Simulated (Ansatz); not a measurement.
Correlation energies of CH$_{6}$GeNO, SMILES `C[O][GeH][NH2]` radical by basis set

Cartesian coordinates in Å:
```
C -1.058 -1.003 -1.115
O 0.121 -0.399 -0.644
Ge 0.288 0.059 1.072
N 1.566 1.376 0.940
H -0.806 -1.897 -1.694
H -1.740 -1.307 -0.310
H -1.599 -0.309 -1.768
H -1.072 0.702 1.532
H 2.070 1.583 1.792
H 2.231 1.196 0.197
```

Charge 0, multiplicity 2. Correlated methods include outer-core shells of Ge, which these sets cover unevenly. Scalar relativity is left out up to krypton. All single points use the PBE0-D4/def2-TZVP geometry. It is one conformer, not always the lowest. Frozen core, unrestricted reference, Ansatz.

```json
{"basis": "def2-SVP", "HF (Eh)": "-2245.62878", "MP2 corr.": "-0.71488"}
{"basis": "def2-TZVPP", "HF (Eh)": "-2246.10545", "MP2 corr.": "-0.86618"}
{"basis": "def2-QZVPP", "HF (Eh)": "-2246.15631", "MP2 corr.": "-1.17438"}
```

Estimate the CCSD correlation energy and the (T) correction in each basis where they were run (hartree).


| basis | CCSD corr. | (T) |
| --- | --- | --- |
| def2-SVP | -0.74562 | -0.02044 |
| def2-TZVPP | -0.89097 | -0.03400 |
